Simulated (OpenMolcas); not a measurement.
Levels of P I by method

```json
{"Program": "OpenMolcas", "Basis": "ANO-R2 [5s4p3d1f]", "Scalar Hamiltonian": "X2C, finite nucleus", "Active space": "3 electrons in 3 orbitals (3p)", "State averaging": "2S+1 = 4 odd, 1 root; 2S+1 = 2 odd, 8 roots", "Spin-orbit coupling": "RASSI with atomic mean-field integrals over the reference wave functions, term energies averaged over their components"}
```

Methods on the same reference wave functions:
A. CASSCF
B. SS-CASPT2, IPEA 0.25 Eh, imaginary shift 0.1 Eh (closed shells correlated: 2s 2p 3s)

Energies in cm⁻¹ above 3s² 3p³ ⁴S°_3/2, the measured ground level; measured values from NIST Handbook of Basic Atomic Spectroscopic Data.

```
          Level      A      B  Measured
3s² 3p³ ⁴S°_3/2    0.0    0.0       0.0
3s² 3p³ ²D°_3/2  15467  12340     11361
3s² 3p³ ²D°_5/2  15474  12340     11377
3s² 3p³ ²P°_1/2  25656  20760     18723
3s² 3p³ ²P°_3/2  25664  20770     18748
```

Deviations, from unrounded energies. A percentage is the sum of absolute deviations over the sum of measured energies, with the sign that they share, or ± where signs differ.

| Against measurement | Levels | A | B |
| --- | --- | --- | --- |
| mean absolute deviation (cm-1) | 4 | 5500 | 1500 |
| other terms of the ground configuration (%) | 4 | +36.6 | +10.0 |

B lies closest to measurement on these levels. The largest miss of B in the table is 3s² 3p³ ²P°_1/2, by +2000 cm-1. The ranking rests on the paired levels alone, and a cruder setting can come out closer through cancelling errors.

From A to B the spin-free energies of the other terms of 3s² 3p³ shown, above ⁴S°, scale by factors of 0.80 to 0.81.

The lowest spin-free term lies below A's lowest term by 0.282 hartree in B.

Term energies are means over components that CASPT2 splits; among the terms shown or strongly mixed into the levels shown the widest spread is 230 cm-1 (3s² 3p³ ²P°, B). With the s shell closed, the reference lacks s² → p² mixing. Without dynamic correlation excited terms often stand tens of per cent too high (terms of higher spin than the ground term too low), and those without a measured partner can miss by more than the paired ones (holds for A). Computed and measured levels are paired by configuration, term and J; levels that our copy of the source lacks, or whose pairing is in doubt (as where it misses far off the trend of its configuration), stay unpaired and out of the deviations. Levels of configurations outside the active space are missing.

° marks odd parity.
